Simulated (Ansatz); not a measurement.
Geometry optimisation, RKS B3LYP/def2-SVP in Ansatz.

input.yaml

```yaml
crystal:
  periodic: [false, false, false]
  atoms:
    - { symbol: C, position_ang: [-0.69329, 0.52307, -0.18284] }
    - { symbol: As, position_ang: [0.97085, 0.13531, 0.82126] }
    - { symbol: Na, position_ang: [1.93209, 2.66521, 1.31587] }
    - { symbol: H, position_ang: [-0.68114, 1.5561, -0.54038] }
    - { symbol: H, position_ang: [-1.55104, 0.4183, 0.48584] }
    - { symbol: H, position_ang: [-0.84811, -0.12845, -1.04361] }
    - { symbol: H, position_ang: [0.26812, 0.1195, 2.18493] }
basis:
  gaussian: { orbitals: def2-SVP }
hamiltonian:
  xc: b3lyp
relax:
  f_tol: 0.015
  max_steps: 40
```

Launched with:

```bash
$ ansatz run input.yaml --threads 1 --pin off --max-ram 2048MiB --backend cpu --events-out ev --progress --plain --runs-dir out
```

Where does it end, and by what steps?

It converged. After 15 steps the energy has fallen by 0.098 eV; H5 moved furthest, 0.70 Å.

```
step  energy less start (eV)  largest force component (eV/Å)  accepted
   0                  0.0000                           0.597       yes
   1                 -0.0459                           0.208       yes
   2                 -0.0499                           0.094       yes
   3                 -0.0509                           0.027       yes
   4                 -0.0514                           0.028       yes
   5                 -0.0519                           0.035       yes
   6                 -0.0520                           0.197       yes
   7                 -0.0576                           0.152       yes
   8                 -0.0753                           0.094       yes
   9                 -0.0581                           0.788        no
  10                 -0.0856                           0.041       yes
  11                 -0.0918                           0.153       yes
  12                 -0.0932                           0.236       yes
  13                 -0.0966                           0.109       yes
  14                 -0.0982                           0.037       yes
  15                 -0.0983                           0.009       yes
```

```xyz
7
Properties=species:S:1:pos:R:3
C -0.743 0.523 -0.138
As 0.817 0.045 1.054
Na 2.279 2.386 0.916
H -1.096 1.559 -0.035
H -1.584 -0.155 0.080
H -0.438 0.360 -1.183
H 0.161 0.571 2.346
```

Whether the end is a true minimum wasn't checked by a vibrational analysis.

The run took 80 s on 1 thread of Intel(R) Xeon(R) Processor @ 2.70GHz, with other jobs on the host, peak memory 0.18 GiB.
